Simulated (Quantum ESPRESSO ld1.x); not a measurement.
Results of a calculation; reference values are marked as such.
Radial electron density D(r) = 4 pi r^2 rho(r) of an atom or ion with 24 electrons. Code: ld1.x of Quantum ESPRESSO 7.5. Model: non-relativistic Kohn-Sham, BLYP, spin-unpolarised, spherical densities, point nucleus.

r (bohr),D(r) (e/bohr)
0.0039,1.663
0.005078,2.659
0.006665,4.232
0.008679,6.488
0.0113,9.652
0.01483,13.95
0.01931,18.93
0.02515,24.08
0.03275,28.19
0.04299,29.88
0.05597,28.35
0.07288,24.97
0.09491,23.11
0.1246,25.81
0.1622,31.20
0.2112,32.75
0.275,26.07
0.361,15.67
0.4701,11.47
0.6121,13.69
0.8034,14.27
1.046,9.866
1.362,4.817
1.774,2.239
2.328,1.329
3.032,0.7600
3.948,0.2850
5.14,0.05791
6.747,0.004864
8.786,0.0001604

What is the nuclear charge?

Answer. Z = 25. The innermost maximum, from 1s, lies near 1/Z = 0.04 bohr (found: 0.0430), and its height grows with Z. The density is that of the manganese ion Mn+ in [Ar] 3d4 4s2; the configuration itself is not fixed sharply by these data, and Z only to about a unit. D(r) has 3 maxima, at r = 0.0430, 0.197, 0.724 bohr, and minima at 0.0941, 0.470 bohr, inside which lie 2.12, 10.59 electrons.
